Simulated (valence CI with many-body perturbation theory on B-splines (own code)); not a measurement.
Sensitivity of CI+MBPT for Nd LVI

Computed by valence CI with perturbative core correlation (CI+MBPT): three valence electrons over a frozen Dirac-Fock core [He], radial functions for each j: 6 s, 6 p, 5 d, 3 f, 1 g, with the one-electron correlation potential Σ1, the two-electron term Σ2, the three-electron term Σ3, Breit, model QED; selected CI, second order for the rest, scaled by the run's own slope (own B-spline code, finite nucleus).

The last digits are not significant, and no measured levels were compared; by estimate large intervals hold to a few tenths of a per cent, small ones and those within an open d or f shell to about a per cent.

The reference run has the lowest level (2s^2 2p1/2) J=1/2 and an ionisation energy of 11689.0 eV. Its largest variational space holds 3661 state functions.

Levels are named by their leading jj configuration (3d3/2^4 stands for four electrons in 3d with j = 3/2), which in mixed levels can hold well under half, so a name can repeat and another be missing. Letters in brackets count levels of one name in rising energy.

Changed runs:
A. correlating orbitals by l 3 3 3 2 1 → 4 4 0 0 0
B. screening of Σ1 on → off
C. scale of Σ1 1 → 0; scale of Σ2 1 → 0; three-electron term on → off; orbitals per symmetry with explicit Σ2 and valence Breit (the others get mean screening factors) 5 → 4
D. closed core [He] → [He] 2s1 (bad on purpose)

Excitation energies of the reference run in cm⁻¹, and shifts in cm⁻¹:

```tsv
Level	Reference	A	B	C
(2s 2p1/2^2) J=1/2	1550400	+306	+0.6	+3270
(2s^2 2p3/2) J=3/2	4599180	-151	-0.3	-958
(2s 2p1/2 2p3/2) J=3/2 [a]	5680490	-2494	+0.3	+1526
(2s 2p1/2 2p3/2) J=5/2	5962970	+574	+0.3	+1893
(2s 2p1/2 2p3/2) J=1/2	6412120	+3125	+0.3	+4012
(2s 2p1/2 2p3/2) J=3/2 [b]	6420990	+4044	+0.3	+3275
(2p1/2^2 2p3/2) J=3/2	8058930	+4502	+0.9	+7161
(2s 2p3/2^2) J=5/2	10425100	-574	-0.1	+703
(2s 2p3/2^2) J=1/2	11101100	+2714	-0.1	+1384
(2s 2p3/2^2) J=3/2	11108800	+4198	-0.1	+2884
(2p1/2 2p3/2^2) J=3/2	12361100	+1799	+0.6	+5982
(2p1/2 2p3/2^2) J=5/2	12531300	+5203	+0.6	+5557
Ionisation energy (eV)	11689.0	-0.6	-0.0011	-0.33
```

Run D: It gave no result: the perturbation theory needs a core of closed shells. The program said: "the core must hold closed shells only".
